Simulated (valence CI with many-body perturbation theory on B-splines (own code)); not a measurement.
## Which ion has this spectrum?

A relativistic CI+MBPT calculation for an atom or ion with 5 electrons gives these levels (eV):

```tsv
J	Parity	E	g
1/2	odd	0.00	0.66
3/2	odd	47.58	1.33
1/2	even	78.66	2.53
3/2	even	107.50	1.71
5/2	even	122.76	1.50
3/2	even	155.61	0.88
1/2	even	166.17	1.10
5/2	even	176.06	1.29
1/2	even	217.05	1.69
3/2	even	218.46	1.26
3/2	odd	250.60	1.62
3/2	odd	286.85	1.23
5/2	odd	297.58	1.19
1/2	odd	321.07	0.66
```

The energies are calculated, and their last digits are not significant.

Problem. Which is it?
A. Ga26+
B. Rb32+
C. Ge27+
D. Se29+

Solution. D. Se29+, ground level 2s2.2p 2P°_1/2.
